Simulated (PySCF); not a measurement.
SiH2Cl2, SMILES Cl[SiH2]Cl.

Geometry optimised at B3LYP-D3(BJ)/def2-TZVP. The isomer is the one that the SMILES or the coordinates give; other isomers of the formula were not compared.

All values below come from PBE0/def2-TZVPD run with PySCF.

Problem. Estimate the frontier levels, gap, dipole moment and polarisability. (An estimate is asked for; the answer gives what the named calculation found.)

Solution. 
The highest occupied level comes out as -9.15 eV. The lowest empty level is -0.34 eV and the orbital gap comes out as 8.81 eV. The dipole moment is 1.24 D. The quadrupole, principal values (traceless, Buckingham form, about the centre of nuclear charge) comes out as -2.59, 0.34, 2.25 D·Å and the mean static polarisability is 54.1 bohr³ (8.02 Å³). The polarisability, principal values comes out as 46.4, 52.3, 63.7 bohr³.
